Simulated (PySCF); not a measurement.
## Electron correlation in Si (silicon, neutral)

[Ne] 3s2 3p1 4s1, high-spin 3P determinant (an excited configuration). All numbers are calculated (PySCF 2.14, the non-relativistic Hamiltonian (point nucleus), in aug-cc-pwCVDZ). Frozen: 1s2; 12 electrons correlated.

```tsv
level	correlation energy (mhartree)
CCSD	-202.45
(T)	-3.04
CCSD(T)	-205.49
```

Diagnostics: T1 = 0.011, D1 = 0.0472, largest double amplitude 0.092.

Question: Is a single reference adequate?

Answer: Mostly. T1 lies below 0.03, but a double amplitude of this size points to a near-degeneracy that CCSD handles and MP2 describes poorly.
